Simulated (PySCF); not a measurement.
# Where the electron goes

Species: AlCl2Ph, C₆H₅AlCl₂.
Z-matrix (Å and degrees, PBE0-D3(BJ)/def2-SVP geometry), rows numbered from 1:
```
Al
Cl  1  2.0957
Cl  1  2.0950  2  118.97
C   1  1.9225  2  120.43  3   179.53
C   4  1.4064  1  120.90  2    -0.78
C   5  1.3932  4  120.88  1  -179.09
C   6  1.3949  5  119.81  4    -0.03
C   7  1.3948  6  120.22  5    -0.03
C   8  1.3931  7  119.86  6     0.07
H   5  1.0944  4  119.89  1     0.85
H   6  1.0928  5  120.08  4   179.90
H   7  1.0928  6  119.89  5   179.90
H   8  1.0928  7  120.12  6  -179.99
H   9  1.0944  4  119.92  1    -0.82
```

Method used: TDDFT wB97X-D/def2-SVPD, vertical, gas phase, core orbitals frozen in the response (PySCF 2.14.0, density-fitted response routines).

Frontier orbitals with the atoms that hold most of them (Löwdin shares over 4%, at most four atoms; ? is withheld):

| orbital | ε (eV) | atoms |
| --- | --- | --- |
| LUMO+2 | 1.06 | C6 18%, C8 18%, C9 18%, C5 18% |
| LUMO+1 | 0.75 | Al1 63%, Cl3 12%, Cl2 12%, C4 5% |
| LUMO | ? | Al1 26%, C4 17%, C7 12%, C5 9% |
| HOMO | -9.48 | ? |
| HOMO-1 | -9.57 | ? |
| HOMO-2 | -10.65 | C4 29%, Al1 14%, Cl2 10%, Cl3 10% |
| HOMO-3 | -11.15 | Cl2 47%, Cl3 47% |

Question: Give the leading atoms of the HOMO.

Answer: C5 (bonded to 2 C and H) 20%; C8 (bonded to 2 C and H) 20%; C9 (bonded to 2 C and H) 20%; C6 (bonded to 2 C and H) 20%.

Question: Which atoms hold the HOMO-1, and with what shares?

Answer: C4 (bonded to Al and 2 C) 26%; C7 (bonded to 2 C and H) 24%; C6 (bonded to 2 C and H) 11%; C8 (bonded to 2 C and H) 10%.

Question: What is the LUMO energy, and the HOMO–LUMO gap?

Answer: ε(LUMO) = 0.03 eV; the gap is 9.51 eV (0.3494 hartree).

Question: How does S1 compare with the orbital gap of 9.51 eV?

Answer: S1 is at 5.17 eV (f = 0.0090), 4.34 eV below the gap, made of HOMO→LUMO (69%), HOMO-1→LUMO+2 (26%). 

Question: One configuration dominates each of S2, S3, S5 and S7. Which, and how do the shares of the two leading atoms of either orbital change from the occupied to the empty one?

Answer: 
- S2 (5.69 eV, f 0.214), HOMO-1→LUMO (86%): C4 26% → 17%, C7 24% → 12%, Al1 at most 11% → 26%
- S3 (6.04 eV, f 0.0056), HOMO-2→LUMO (96%): C4 29% → 17%, Al1 14% → 26%
- S5 (6.66 eV, f 0.036), HOMO-1→LUMO+1 (83%): C4 26% → 5%, C7 24% → at most 6%, Al1 at most 11% → 63%, Cl3 at most 11% → 12%
- S7 (6.80 eV, f 0.0006), HOMO→LUMO+1 (91%): C5 20% → at most 6%, C8 20% → at most 6%, Al1 at most 20% → 63%, Cl3 at most 20% → 12%

Hardware: one thread of an Intel Xeon at 2.50 GHz (shared host). Cost: 3.3 min of wall time (grids of density and orbitals included), 1.1 GiB resident at most.

One conformer stands for the species.
